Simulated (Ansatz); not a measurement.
Ansatz (an electronic-structure program) input (B3LYP-D3(BJ)/def2-TZVP):

Ansatz 0.2 input:
```yaml
crystal:
  periodic: [false, false, false]
  atoms:
    - {symbol: Ag, position_ang: [-0.00000000, -0.00000000, -0.65217153]}
    - {symbol: Cl, position_ang: [0.00000000, 0.00000000, 1.80306248]}
basis:
  gaussian:
    orbitals: def2-TZVP
hamiltonian:
  xc: b3lyp
  dispersion: d3bj
total_charge: 1
magnetization: {spin_polarized: true, initial_magnetization: 1}
phonons: {temperatures: {t_min: 298.15, t_max: 298.15, t_step: 100}}
```

Output:

```
Functional definition: B3LYP
integrals: 0.02 GiB planned
621 factors; their error is unknown
mean field: 0.27 GiB planned
mean field evaluation 1: about -16508.6580 eV, gradient 5.0e1 eV
mean field evaluation 2: about -16474.3003 eV, gradient 1.1e2 eV
mean field evaluation 4: about -16515.4187 eV, gradient 3.9e0 eV
mean field evaluation 8: about -16515.4755 eV, gradient 5.2e-2 eV
mean field evaluation 16: about -16515.5269 eV, gradient 1.5e-5 eV
mean field -16515.52686170 eV, -606.9344175414 hartree, gradient 1.5e-5 eV, S^2 0.753840; 1 other end points of the search recorded, 0 dependent functions left out
the calculation of the forces begins
reference -16515.52705156 eV, -606.9344245184 hartree; 18, 17 occupied and 59, 60 virtual orbitals, 621 factors
these checks for a lower state are left out or cut short: stability, starts, cluster_reference, orbital_swaps, neighbouring_geometries, increment
integrals: 0.02 GiB planned
621 factors; their error is unknown
mean field: 0.27 GiB planned
mean field -16515.52686171 eV, -606.9344175417 hartree, gradient 5.5e-7 eV, S^2 0.753840; 0 other end points of the search recorded, 0 dependent functions left out
the calculation of the forces begins
reference -16515.52705156 eV, -606.9344245187 hartree; 18, 17 occupied and 59, 60 virtual orbitals, 621 factors
these checks for a lower state are left out or cut short: stability, starts, cluster_reference, orbital_swaps, neighbouring_geometries, increment
integrals: 0.02 GiB planned
621 factors; their error is unknown
mean field: 0.27 GiB planned
mean field evaluation 32: about -16515.4755 eV, gradient 5.7e-2 eV
mean field -16515.52686171 eV, -606.9344175417 hartree, gradient 5.5e-7 eV, S^2 0.753840; 0 other end points of the search recorded, 0 dependent functions left out
the calculation of the forces begins
reference -16515.52705156 eV, -606.9344245187 hartree; 18, 17 occupied and 59, 60 virtual orbitals, 621 factors
these checks for a lower state are left out or cut short: stability, starts, cluster_reference, orbital_swaps, neighbouring_geometries, increment
integrals: 0.02 GiB planned
621 factors; their error is unknown
mean field: 0.27 GiB planned
mean field -16515.52686171 eV, -606.9344175417 hartree, gradient 1.9e-6 eV, S^2 0.753840; 0 other end points of the search recorded, 0 dependent functions left out
the calculation of the forces begins
reference -16515.52705156 eV, -606.9344245187 hartree; 18, 17 occupied and 59, 60 virtual orbitals, 621 factors
these checks for a lower state are left out or cut short: stability, starts, cluster_reference, orbital_swaps, neighbouring_geometries, increment
integrals: 0.02 GiB planned
621 factors; their error is unknown
mean field: 0.27 GiB planned
mean field -16515.52686171 eV, -606.9344175417 hartree, gradient 1.9e-6 eV, S^2 0.753840; 0 other end points of the search recorded, 0 dependent functions left out
the calculation of the forces begins
reference -16515.52705156 eV, -606.9344245187 hartree; 18, 17 occupied and 59, 60 virtual orbitals, 621 factors
these checks for a lower state are left out or cut short: stability, starts, cluster_reference, orbital_swaps, neighbouring_geometries, increment
integrals: 0.02 GiB planned
621 factors; their error is unknown
mean field: 0.27 GiB planned
mean field -16515.52683630 eV, -606.9344166079 hartree, gradient 2.5e-6 eV, S^2 0.753840; 0 other end points of the search recorded, 0 dependent functions left out
the calculation of the forces begins
reference -16515.52702613 eV, -606.9344235842 hartree; 18, 17 occupied and 59, 60 virtual orbitals, 621 factors
these checks for a lower state are left out or cut short: stability, starts, cluster_reference, orbital_swaps, neighbouring_geometries, increment
integrals: 0.02 GiB planned
621 factors; their error is unknown
mean field: 0.27 GiB planned
mean field evaluation 64: about -16515.5269 eV, gradient 1.7e-6 eV
mean field -16515.52686519 eV, -606.9344176697 hartree, gradient 1.7e-6 eV, S^2 0.753840; 0 other end points of the search recorded, 0 dependent functions left out
the calculation of the forces begins
reference -16515.52705507 eV, -606.9344246474 hartree; 18, 17 occupied and 59, 60 virtual orbitals, 621 factors
these checks for a lower state are left out or cut short: stability, starts, cluster_reference, orbital_swaps, neighbouring_geometries, increment
integrals: 0.02 GiB planned
621 factors; their error is unknown
mean field: 0.27 GiB planned
mean field -16515.52686171 eV, -606.9344175417 hartree, gradient 5.5e-7 eV, S^2 0.753840; 0 other end points of the search recorded, 0 dependent functions left out
the calculation of the forces begins
reference -16515.52705156 eV, -606.9344245187 hartree; 18, 17 occupied and 59, 60 virtual orbitals, 621 factors
these checks for a lower state are left out or cut short: stability, starts, cluster_reference, orbital_swaps, neighbouring_geometries, increment
integrals: 0.02 GiB planned
621 factors; their error is unknown
mean field: 0.27 GiB planned
mean field -16515.52686171 eV, -606.9344175417 hartree, gradient 5.5e-7 eV, S^2 0.753840; 0 other end points of the search recorded, 0 dependent functions left out
the calculation of the forces begins
reference -16515.52705156 eV, -606.9344245187 hartree; 18, 17 occupied and 59, 60 virtual orbitals, 621 factors
these checks for a lower state are left out or cut short: stability, starts, cluster_reference, orbital_swaps, neighbouring_geometries, increment
integrals: 0.02 GiB planned
621 factors; their error is unknown
mean field: 0.27 GiB planned
mean field -16515.52686171 eV, -606.9344175417 hartree, gradient 1.9e-6 eV, S^2 0.753840; 0 other end points of the search recorded, 0 dependent functions left out
the calculation of the forces begins
reference -16515.52705156 eV, -606.9344245187 hartree; 18, 17 occupied and 59, 60 virtual orbitals, 621 factors
these checks for a lower state are left out or cut short: stability, starts, cluster_reference, orbital_swaps, neighbouring_geometries, increment
integrals: 0.02 GiB planned
621 factors; their error is unknown
mean field: 0.27 GiB planned
mean field -16515.52686171 eV, -606.9344175417 hartree, gradient 1.9e-6 eV, S^2 0.753840; 0 other end points of the search recorded, 0 dependent functions left out
the calculation of the forces begins
reference -16515.52705156 eV, -606.9344245187 hartree; 18, 17 occupied and 59, 60 virtual orbitals, 621 factors
these checks for a lower state are left out or cut short: stability, starts, cluster_reference, orbital_swaps, neighbouring_geometries, increment
integrals: 0.02 GiB planned
621 factors; their error is unknown
mean field: 0.27 GiB planned
mean field evaluation 96: about -16515.5269 eV, gradient 1.1e-1 eV
mean field -16515.52686519 eV, -606.9344176697 hartree, gradient 1.7e-6 eV, S^2 0.753840; 0 other end points of the search recorded, 0 dependent functions left out
the calculation of the forces begins
reference -16515.52705507 eV, -606.9344246474 hartree; 18, 17 occupied and 59, 60 virtual orbitals, 621 factors
these checks for a lower state are left out or cut short: stability, starts, cluster_reference, orbital_swaps, neighbouring_geometries, increment
integrals: 0.02 GiB planned
621 factors; their error is unknown
mean field: 0.27 GiB planned
mean field -16515.52683630 eV, -606.9344166079 hartree, gradient 2.5e-6 eV, S^2 0.753840; 0 other end points of the search recorded, 0 dependent functions left out
the calculation of the forces begins
reference -16515.52702613 eV, -606.9344235842 hartree; 18, 17 occupied and 59, 60 virtual orbitals, 621 factors
Total energy: -16515.59678286 eV, -606.9369870966 hartree
Atom 0 at    -0.000000    -0.000000    -0.652172 Å, force    -0.000000    -0.000000    -0.001414 eV/Å
Atom 1 at     0.000000     0.000000     1.803062 Å, force     0.000000     0.000000     0.001414 eV/Å
Dipole moment:     0.000000    -0.000000    -0.214708 e Å
Vibrations: 189.40 cm⁻¹, zero-point energy 0.011741 eV
```

The spin state was set by rule; other spins were not relaxed.
